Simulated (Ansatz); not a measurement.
Harmonic frequencies (cm⁻¹) at PBE0-D4/def2-TZVP from Ansatz: 80, 98, 156, 234, 325, 451, 465, 557, 771, 863, 872, 880, 2143, 2166, 2172.

(1) Which molecule is it?
A. `F[Si](Cl)[GeH3]`•
B. `[SiH2]S[SiH2]Cl`•
C. `[CH3][Al][SH]`•
D. `[CH2]C(F)(F)F`•

Answers

(1) A.
